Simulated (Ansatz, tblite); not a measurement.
Cost and result up the ladder for SnTe2⁻ (3 atoms). The state is a doublet with charge -1. Geometry: PBE-D4/def2-SVPD.

```xyz
3

Sn   -0.7646    0.0843   -0.1038
Te    0.5350   -1.2457   -2.0504
Te    0.2296    1.1614    2.1542
```

Ansatz on 4 threads of Arm Neoverse V2 on a shared host; xTB runs through tblite on one thread. Times are rough, summed over both states, and most runs start from the orbitals of an earlier one. B2PLYP/def2-TZVPD serves as the yardstick here, not as an exact answer. Differences are given only for rows in sets of like size (and for xTB, whose basis is part of the method), since another set adds its own error. The other state is a quartet at its own geometry, which has other bonds, so the gap mixes isomer and spin.

In the def2 sets Sn, Te take a core potential, while STO-3G treats all electrons; there is no spin–orbit coupling. The xTB rows come from tblite. LC-ωPBE has ω = 0.4 bohr⁻¹. HSE06 is defined as in plane-wave codes, on full-range PBE exchange. Correlated methods freeze 12 core orbitals; core or outer-core shells of Sn, Te are correlated, in sets that lack core-valence functions. The rows differ in basis, and correlated rows in double-zeta sets carry the largest basis error. In CCSD on the charge -1 quartet the largest single amplitude is 0.36, so its Hartree–Fock determinant may place the open shell otherwise than the density functionals do. The structure comes from a short search, and lower isomers may exist.

Correlated methods converge slowly with the basis, most of all in double-zeta sets.

xTB has no spin-polarisation term.

```
                            level  functions  wall time
                         GFN1-xTB         27    0.004 s
                         GFN2-xTB         27    0.006 s
                PBE-D4/def2-TZVPD        174      5.9 s
                        HF/STO-3G         81      6.9 s
               PBE0-D4/def2-TZVPD        174      9.9 s
              HSE06-D4/def2-TZVPD        174       10 s
                   MP2/def2-TZVPD        174       11 s
             r2SCAN-D4/def2-TZVPD        174       13 s
               RPA@PBE/def2-TZVPD        174       16 s
                B2PLYP/def2-TZVPD        174       17 s
BHLYP-D4/def2-TZVPD (with forces)        174       20 s
                B97M-V/def2-TZVPD        174       22 s
               LC-ωPBE/def2-TZVPD        174       28 s
                CCSD(T)/def2-SVPD        102       31 s
```

(1) Estimate what each level gives for the quartet − doublet (eV).

## Answers

(1) 
```json
{"level": "GFN1-xTB", "quartet − doublet (eV)": "2.29", "difference from B2PLYP/def2-TZVPD (eV)": "0.86", "remarks": "–"}
{"level": "GFN2-xTB", "quartet − doublet (eV)": "1.90", "difference from B2PLYP/def2-TZVPD (eV)": "0.46", "remarks": "–"}
{"level": "PBE-D4/def2-TZVPD", "quartet − doublet (eV)": "1.29", "difference from B2PLYP/def2-TZVPD (eV)": "-0.15", "remarks": "HOMO above zero (quartet)"}
{"level": "HF/STO-3G", "quartet − doublet (eV)": "1.82", "difference from B2PLYP/def2-TZVPD (eV)": "–", "remarks": "HOMO above zero (doublet), HOMO above zero (quartet)"}
{"level": "PBE0-D4/def2-TZVPD", "quartet − doublet (eV)": "1.31", "difference from B2PLYP/def2-TZVPD (eV)": "-0.12", "remarks": "–"}
{"level": "HSE06-D4/def2-TZVPD", "quartet − doublet (eV)": "1.31", "difference from B2PLYP/def2-TZVPD (eV)": "-0.12", "remarks": "HOMO above zero (quartet)"}
{"level": "MP2/def2-TZVPD", "quartet − doublet (eV)": "1.73", "difference from B2PLYP/def2-TZVPD (eV)": "0.29", "remarks": "–"}
{"level": "r2SCAN-D4/def2-TZVPD", "quartet − doublet (eV)": "1.31", "difference from B2PLYP/def2-TZVPD (eV)": "-0.12", "remarks": "HOMO above zero (quartet)"}
{"level": "RPA@PBE/def2-TZVPD", "quartet − doublet (eV)": "1.30", "difference from B2PLYP/def2-TZVPD (eV)": "-0.14", "remarks": "–"}
{"level": "B2PLYP/def2-TZVPD", "quartet − doublet (eV)": "1.43", "difference from B2PLYP/def2-TZVPD (eV)": "0.00", "remarks": "–"}
{"level": "BHLYP-D4/def2-TZVPD (with forces)", "quartet − doublet (eV)": "1.36", "difference from B2PLYP/def2-TZVPD (eV)": "-0.07", "remarks": "–"}
{"level": "B97M-V/def2-TZVPD", "quartet − doublet (eV)": "1.33", "difference from B2PLYP/def2-TZVPD (eV)": "-0.11", "remarks": "HOMO above zero (quartet)"}
{"level": "LC-ωPBE/def2-TZVPD", "quartet − doublet (eV)": "1.38", "difference from B2PLYP/def2-TZVPD (eV)": "-0.05", "remarks": "–"}
{"level": "CCSD(T)/def2-SVPD", "quartet − doublet (eV)": "1.43", "difference from B2PLYP/def2-TZVPD (eV)": "–", "remarks": "–"}
```
